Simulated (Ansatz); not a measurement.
Zr₆O₂₀H₁₆⁺. Charge 1, multiplicity 2. Geometry PBE-D4/def2-SVP, that of the neutral singlet; atoms count from 1.

```xyz
42

Zr   -1.647    0.098    2.541
Zr   -1.212    1.208   -0.971
Zr    2.138    1.403   -1.043
Zr   -2.557   -2.090    0.353
Zr    1.797   -0.259    1.827
Zr    0.514   -1.591   -0.881
O    -1.765    1.830   -2.795
O    -3.220    1.653   -0.601
O     3.209    3.092   -1.233
O     0.390    2.672   -1.088
O     1.381   -2.646   -2.297
O     0.592    0.180   -2.241
O    -1.511    1.761    1.227
O    -1.530   -0.868   -0.964
O    -3.330   -0.299    1.092
O    -0.898   -3.216   -0.480
O     3.211    0.796   -2.635
O     2.680    1.540    1.075
O     0.514    0.356    0.150
O     2.577   -0.766   -0.380
O    -2.636    0.535    4.145
O     3.314   -0.776    2.934
O    -1.558   -1.895    2.041
O     0.285    0.127    3.004
O    -4.051   -3.326    0.149
O     0.992   -2.125    1.176
H    -1.201    1.771   -3.584
H    -3.704    1.792   -1.438
H     3.078    3.875   -0.671
H     0.326    3.422   -1.705
H     2.100   -2.496   -2.932
H     0.790    0.067   -3.189
H    -2.344    2.275    1.153
H    -3.546    0.462    0.449
H    -0.568   -4.093   -0.213
H     3.857    1.479   -2.896
H     3.541    1.895    1.354
H     3.384   -1.206   -0.704
H    -2.746    0.619    5.103
H     4.067   -1.079    3.457
H    -4.842   -3.872    0.053
H     0.129   -2.304    1.657
```

In the def2 sets Zr takes a core potential; there is no spin–orbit coupling. Single mean-field runs in def2-SVP are fitted with def2-universal-jkfit.

Question: Estimate the Mulliken populations of the heavy atoms from the PBE0/def2-SVP orbitals of Ansatz.

Answer: 
```tsv
atom	charge (e)	spin (α − β)	d electrons
Zr1	1.31	-0.02	1.89
Zr2	1.18	-0.06	1.89
Zr3	1.14	-0.08	1.95
Zr4	1.32	-0.02	1.87
Zr5	1.34	-0.01	1.83
Zr6	1.20	-0.01	1.91
O7	-0.39	0.20	–
O8	-0.48	0.15	–
O9	-0.38	0.21	–
O10	-0.52	0.03	–
O11	-0.41	0.01	–
O12	-0.57	0.04	–
O13	-0.55	0.01	–
O14	-0.77	0.02	–
O15	-0.58	0.06	–
O16	-0.55	0.00	–
O17	-0.37	0.25	–
O18	-0.54	0.02	–
O19	-0.87	0.01	–
O20	-0.59	0.03	–
O21	-0.43	0.00	–
O22	-0.43	0.00	–
O23	-0.65	0.11	–
O24	-0.60	0.07	–
O25	-0.44	0.01	–
O26	-0.55	0.01	–
```
Mulliken values depend strongly on the basis.

Question: Where does the spin sit?

Answer: Summed by element: Zr -0.20, O 1.23, H -0.03, of 1 unpaired in all. Largest on single atoms: O17 0.25, O9 0.21, O7 0.20.

Question: And the Mayer bond orders between heavy atoms (over 0.3)?

Answer: Zr1–O13 0.66 (2.12 Å); Zr1–O15 0.47 (2.26 Å); Zr1–O21 1.31 (1.94 Å); Zr1–O23 0.78 (2.06 Å); Zr1–O24 0.97 (1.99 Å); Zr2–O7 1.12 (2.00 Å); Zr2–O8 0.90 (2.09 Å); Zr2–O10 0.58 (2.17 Å); Zr2–O12 0.30 (2.43 Å); Zr2–O13 0.51 (2.29 Å); Zr2–O14 0.67 (2.10 Å); Zr2–O19 0.41 (2.23 Å); Zr3–O9 1.15 (2.01 Å); Zr3–O10 0.61 (2.16 Å); Zr3–O12 0.36 (2.31 Å); Zr3–O17 1.08 (2.01 Å); Zr3–O18 0.60 (2.19 Å); Zr3–O19 0.41 (2.27 Å); Zr3–O20 0.38 (2.31 Å); Zr4–O14 0.66 (2.07 Å); Zr4–O15 0.69 (2.09 Å); Zr4–O16 0.56 (2.17 Å); Zr4–O23 1.00 (1.97 Å); Zr4–O25 1.28 (1.95 Å); Zr5–O18 0.58 (2.14 Å); Zr5–O19 0.39 (2.20 Å); Zr5–O22 1.31 (1.95 Å); Zr5–O24 1.07 (1.95 Å); Zr5–O26 0.62 (2.13 Å); Zr6–O11 1.35 (1.97 Å); Zr6–O12 0.42 (2.23 Å); Zr6–O14 0.53 (2.17 Å); Zr6–O16 0.60 (2.19 Å); Zr6–O19 0.48 (2.20 Å); Zr6–O20 0.42 (2.28 Å); Zr6–O26 0.63 (2.18 Å).
